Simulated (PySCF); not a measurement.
# Electronic absorption of (F3Sn)2S

(F3Sn)2S.
Structure used (PBE0-D3(BJ)/def2-SVP), in Å, numbered top down from 1:
```xyz
9
F6SSn2 angstrom
Sn    -0.726   -0.074    1.358
F      0.814    0.313    2.418
F     -1.275   -1.900    1.275
F     -2.124    0.709    2.417
S     -1.115    1.293   -0.644
Sn     0.716    0.243   -1.662
F      0.510   -0.908   -3.166
F      2.361    1.154   -1.965
F      0.972   -0.900   -0.057
```

Computed with TDDFT CAM-B3LYP/def2-SVPD, vertical, gas phase, core orbitals frozen in the response, def2 core potentials past Kr in PySCF 2.14.0, density-fitted response routines. Spin–orbit coupling is left out.

Problem. List the vertical singlet excitations with oscillator strengths and describe the spectrum.

Solution. 

```tsv
state	E (eV)	ν̃ (cm⁻¹)	f	main configurations (H = HOMO, L = LUMO)
S1	4.11	33150	0.011	H→L (96%)
S2	4.90	39510	0.0042	H→L+1 (95%)
S3	5.55	44790	0.026	H-1→L (91%)
S4	6.29	50720	0.290	H-2→L (68%), H-1→L+1 (17%)
S5	6.54	52790	0.090	H-1→L+1 (59%), H-2→L+1 (19%), H-2→L (10%)
S6	6.66	53720	0.0027	H-3→L+1 (55%), H-3→L (35%)
S7	6.82	54990	0.063	H-4→L (25%), H-4→L+1 (23%), H-2→L+1 (17%)
S8	6.93	55910	0.011	H-9→L (84%)
S9	6.96	56140	0.0003	H-7→L+1 (31%), H-7→L (19%), H→L+2 (18%)
S10	6.97	56260	0.0004	H-10→L (47%), H→L+2 (42%)
```

Triplets (Tamm–Dancoff): T1 3.61 eV, H→L (95%); T2 4.50 eV, H→L+1 (94%); T3 4.87 eV, H-1→L (69%), H-2→L (23%); T4 5.24 eV, H-1→L+1 (41%), H-2→L (38%), H-1→L (12%).

The lowest singlet lies at 4.11 eV (302 nm, ultraviolet) and is weak; its leading configuration is HOMO→LUMO (96%). The most intense listed level is S4 at 6.29 eV (197 nm, f = 0.290), 2.18 eV above S1. Löwdin shares by element: HOMO sulfur 83%, tin 12%; LUMO tin 31% or more, sulfur 27%, fluorine 25% or more (atoms not listed hold the other 17%). The listed states span 2.86 eV, and the widest gap between neighbours is 0.79 eV (S1 to S2). Of the 10 states listed, 6 reach f = 0.01 and 2 stay under 0.0005. All these states lie below the vertical ionisation energy of 11.90 eV (ΔSCF). The window holds the lowest 10 singlets.
